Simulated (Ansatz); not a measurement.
Ansatz (a first-principles code) input file for Ge(SiH3)2 (GeH₆Si₂), SMILES [SiH3][Ge][SiH3] (connectivity only; charge and spin as stated), neutral, multiplicity 1, PBE-D3(BJ)/def2-SVP. 

Ansatz 0.2 input:
```yaml
crystal:
  periodic: [false, false, false]
  atoms:
    - {symbol: Ge, position_ang: [-0.00000001, 0.00000000, 0.94016413]}
    - {symbol: Si, position_ang: [-1.73023511, 0.00753568, -0.81880414]}
    - {symbol: H, position_ang: [-1.88586940, -1.45306017, -1.13264082]}
    - {symbol: H, position_ang: [-1.36600561, 0.71003488, -2.08843844]}
    - {symbol: H, position_ang: [-3.05670906, 0.51945773, -0.35828890]}
    - {symbol: Si, position_ang: [1.73023513, -0.00753568, -0.81880413]}
    - {symbol: H, position_ang: [1.88586941, 1.45306017, -1.13264082]}
    - {symbol: H, position_ang: [1.36600563, -0.71003488, -2.08843843]}
    - {symbol: H, position_ang: [3.05670907, -0.51945774, -0.35828887]}
basis:
  gaussian:
    orbitals: def2-SVP
hamiltonian:
  xc: pbe
  dispersion: d3bj
relax: {f_tol: 0.002, max_steps: 200}
```

Program output:

```
WARN ansatz: RAYON_NUM_THREADS=1 ignored (pool sized by the plan → 1); use --threads N
Functional definition: PBE
integrals: 0.04 GiB planned
1091 factors; their error is unknown
mean field: 0.24 GiB planned
mean field evaluation 1: about -72339.0372 eV, gradient 2.4e1 eV
mean field evaluation 2: about -72336.9402 eV, gradient 3.5e1 eV
mean field evaluation 4: about -72340.8552 eV, gradient 9.2e-1 eV
mean field evaluation 8: about -72340.7611 eV, gradient 2.0e-2 eV
mean field evaluation 16: about -72336.1707 eV, gradient 1.0e1 eV
mean field -72340.76109293 eV, -2658.4739358363 hartree, gradient 5.3e-5 eV, S^2 0.000000; 0 other end points of the search recorded, 0 dependent functions left out
the calculation of the forces begins
reference -72340.76113014 eV, -2658.4739372037 hartree; 33, 33 occupied and 65, 65 virtual orbitals, 1091 factors
relax step   1: F+E_penalty+E_count = -72340.98351311 eV  Δ(F+E_penalty+E_count) = +0.000e0 eV  max|allowed force component| = 2.445e-1 eV/Å  Δτ_max = 0.0000 Å  (27 SCF iters, accepted)
these checks for a lower state are left out or cut short: starts, cluster_reference, orbital_swaps, neighbouring_geometries, increment
integrals: 0.04 GiB planned
1091 factors; their error is unknown
mean field: 0.24 GiB planned
mean field -72340.76731016 eV, -2658.4741643151 hartree, gradient 7.2e-6 eV, S^2 0.000000; 0 other end points of the search recorded, 0 dependent functions left out
the calculation of the forces begins
reference -72340.76734720 eV, -2658.4741656765 hartree; 33, 33 occupied and 65, 65 virtual orbitals, 1091 factors
relax step   2: F+E_penalty+E_count = -72340.99162559 eV  Δ(F+E_penalty+E_count) = -8.112e-3 eV  max|allowed force component| = 1.288e-1 eV/Å  Δτ_max = 0.0426 Å  (27 SCF iters, accepted)
these checks for a lower state are left out or cut short: starts, cluster_reference, orbital_swaps, neighbouring_geometries, increment
integrals: 0.04 GiB planned
1091 factors; their error is unknown
mean field: 0.24 GiB planned
mean field evaluation 32: about -72340.7726 eV, gradient 7.2e-6 eV
mean field -72340.77262309 eV, -2658.4743595617 hartree, gradient 7.2e-6 eV, S^2 0.000000; 0 other end points of the search recorded, 0 dependent functions left out
the calculation of the forces begins
reference -72340.77266022 eV, -2658.4743609261 hartree; 33, 33 occupied and 65, 65 virtual orbitals, 1091 factors
relax step   3: F+E_penalty+E_count = -72340.99629753 eV  Δ(F+E_penalty+E_count) = -4.672e-3 eV  max|allowed force component| = 2.176e-2 eV/Å  Δτ_max = 0.0321 Å  (28 SCF iters, accepted)
these checks for a lower state are left out or cut short: starts, cluster_reference, orbital_swaps, neighbouring_geometries, increment
integrals: 0.04 GiB planned
1091 factors; their error is unknown
mean field: 0.24 GiB planned
mean field -72340.77267726 eV, -2658.4743615524 hartree, gradient 9.3e-6 eV, S^2 0.000000; 0 other end points of the search recorded, 0 dependent functions left out
the calculation of the forces begins
reference -72340.77271437 eV, -2658.4743629161 hartree; 33, 33 occupied and 65, 65 virtual orbitals, 1091 factors
relax step   4: F+E_penalty+E_count = -72340.99655558 eV  Δ(F+E_penalty+E_count) = -2.581e-4 eV  max|allowed force component| = 1.101e-2 eV/Å  Δτ_max = 0.0069 Å  (23 SCF iters, accepted)
these checks for a lower state are left out or cut short: starts, cluster_reference, orbital_swaps, neighbouring_geometries, increment
integrals: 0.04 GiB planned
1091 factors; their error is unknown
mean field: 0.24 GiB planned
mean field -72340.77268388 eV, -2658.4743617957 hartree, gradient 7.2e-6 eV, S^2 0.000000; 0 other end points of the search recorded, 0 dependent functions left out
the calculation of the forces begins
reference -72340.77272095 eV, -2658.4743631580 hartree; 33, 33 occupied and 65, 65 virtual orbitals, 1091 factors
relax step   5: F+E_penalty+E_count = -72340.99695842 eV  Δ(F+E_penalty+E_count) = -4.028e-4 eV  max|allowed force component| = 1.942e-2 eV/Å  Δτ_max = 0.0183 Å  (28 SCF iters, accepted)
these checks for a lower state are left out or cut short: starts, cluster_reference, orbital_swaps, neighbouring_geometries, increment
integrals: 0.04 GiB planned
1091 factors; their error is unknown
mean field: 0.24 GiB planned
mean field -72340.77299290 eV, -2658.4743731518 hartree, gradient 7.1e-6 eV, S^2 0.000000; 0 other end points of the search recorded, 0 dependent functions left out
the calculation of the forces begins
reference -72340.77302998 eV, -2658.4743745146 hartree; 33, 33 occupied and 65, 65 virtual orbitals, 1091 factors
relax step   6: F+E_penalty+E_count = -72340.99723882 eV  Δ(F+E_penalty+E_count) = -2.804e-4 eV  max|allowed force component| = 8.951e-3 eV/Å  Δτ_max = 0.0180 Å  (28 SCF iters, accepted)
these checks for a lower state are left out or cut short: starts, cluster_reference, orbital_swaps, neighbouring_geometries, increment
integrals: 0.04 GiB planned
1091 factors; their error is unknown
mean field: 0.24 GiB planned
mean field evaluation 64: about -72340.7732 eV, gradient 7.0e-6 eV
mean field -72340.77323623 eV, -2658.4743820943 hartree, gradient 7.0e-6 eV, S^2 0.000000; 0 other end points of the search recorded, 0 dependent functions left out
the calculation of the forces begins
reference -72340.77327332 eV, -2658.4743834572 hartree; 33, 33 occupied and 65, 65 virtual orbitals, 1091 factors
relax step   7: F+E_penalty+E_count = -72340.99748776 eV  Δ(F+E_penalty+E_count) = -2.489e-4 eV  max|allowed force component| = 5.760e-3 eV/Å  Δτ_max = 0.0162 Å  (28 SCF iters, accepted)
these checks for a lower state are left out or cut short: starts, cluster_reference, orbital_swaps, neighbouring_geometries, increment
integrals: 0.04 GiB planned
1091 factors; their error is unknown
mean field: 0.24 GiB planned
mean field -72340.77352407 eV, -2658.4743926721 hartree, gradient 8.1e-6 eV, S^2 0.000000; 0 other end points of the search recorded, 0 dependent functions left out
the calculation of the forces begins
reference -72340.77356115 eV, -2658.4743940350 hartree; 33, 33 occupied and 65, 65 virtual orbitals, 1091 factors
relax step   8: F+E_penalty+E_count = -72340.99765900 eV  Δ(F+E_penalty+E_count) = -1.712e-4 eV  max|allowed force component| = 1.190e-2 eV/Å  Δτ_max = 0.0380 Å  (27 SCF iters, accepted)
these checks for a lower state are left out or cut short: starts, cluster_reference, orbital_swaps, neighbouring_geometries, increment
integrals: 0.04 GiB planned
1091 factors; their error is unknown
mean field: 0.24 GiB planned
mean field -72340.77364401 eV, -2658.4743970798 hartree, gradient 2.5e-5 eV, S^2 0.000000; 0 other end points of the search recorded, 0 dependent functions left out
the calculation of the forces begins
reference -72340.77368111 eV, -2658.4743984432 hartree; 33, 33 occupied and 65, 65 virtual orbitals, 1091 factors
relax step   9: F+E_penalty+E_count = -72340.99769993 eV  Δ(F+E_penalty+E_count) = -4.093e-5 eV  max|allowed force component| = 3.648e-3 eV/Å  Δτ_max = 0.0033 Å  (21 SCF iters, accepted)
these checks for a lower state are left out or cut short: starts, cluster_reference, orbital_swaps, neighbouring_geometries, increment
integrals: 0.04 GiB planned
1091 factors; their error is unknown
mean field: 0.24 GiB planned
mean field -72340.77371225 eV, -2658.4743995878 hartree, gradient 9.7e-6 eV, S^2 0.000000; 0 other end points of the search recorded, 0 dependent functions left out
the calculation of the forces begins
reference -72340.77374936 eV, -2658.4744009514 hartree; 33, 33 occupied and 65, 65 virtual orbitals, 1091 factors
relax step  10: F+E_penalty+E_count = -72340.99770631 eV  Δ(F+E_penalty+E_count) = -6.378e-6 eV  max|allowed force component| = 5.411e-3 eV/Å  Δτ_max = 0.0047 Å  (22 SCF iters, accepted)
these checks for a lower state are left out or cut short: starts, cluster_reference, orbital_swaps, neighbouring_geometries, increment
integrals: 0.04 GiB planned
1091 factors; their error is unknown
mean field: 0.24 GiB planned
mean field -72340.77374458 eV, -2658.4744007758 hartree, gradient 1.5e-5 eV, S^2 0.000000; 0 other end points of the search recorded, 0 dependent functions left out
the calculation of the forces begins
reference -72340.77378169 eV, -2658.4744021395 hartree; 33, 33 occupied and 65, 65 virtual orbitals, 1091 factors
relax step  11: F+E_penalty+E_count = -72340.99771288 eV  Δ(F+E_penalty+E_count) = -6.579e-6 eV  max|allowed force component| = 3.273e-4 eV/Å  Δτ_max = 0.0014 Å  (20 SCF iters, accepted)
integrals: 0.04 GiB planned
1091 factors; their error is unknown
mean field: 0.24 GiB planned
mean field evaluation 96: about -72339.0917 eV, gradient 2.4e1 eV
mean field -72340.77374458 eV, -2658.4744007758 hartree, gradient 1.5e-5 eV, S^2 0.000000; 1 other end points of the search recorded, 0 dependent functions left out
the calculation of the forces begins
reference -72340.77378169 eV, -2658.4744021395 hartree; 33, 33 occupied and 65, 65 virtual orbitals, 1091 factors
Total energy: -72340.99774999 eV, -2658.4826328228 hartree
Atom 0 at    -0.000000     0.000000     0.956257 Å, force     0.000000     0.000000     0.000184 eV/Å
Atom 1 at    -1.701028     0.019686    -0.816766 Å, force     0.000000     0.000086     0.000111 eV/Å
Atom 2 at    -1.862438    -1.472496    -1.044418 Å, force    -0.000163    -0.000327     0.000043 eV/Å
Atom 3 at    -1.327206     0.634679    -2.143826 Å, force     0.000122     0.000007    -0.000290 eV/Å
Atom 4 at    -3.047323     0.556759    -0.401210 Å, force    -0.000214     0.000084     0.000044 eV/Å
Atom 5 at     1.701028    -0.019686    -0.816766 Å, force    -0.000000    -0.000086     0.000111 eV/Å
Atom 6 at     1.862438     1.472496    -1.044418 Å, force     0.000163     0.000327     0.000043 eV/Å
Atom 7 at     1.327206    -0.634679    -2.143826 Å, force    -0.000122    -0.000007    -0.000290 eV/Å
Atom 8 at     3.047323    -0.556759    -0.401210 Å, force     0.000214    -0.000084     0.000044 eV/Å
Dipole moment:    -0.000000    -0.000000     0.097506 e Å
```

Self-consistency was reached.
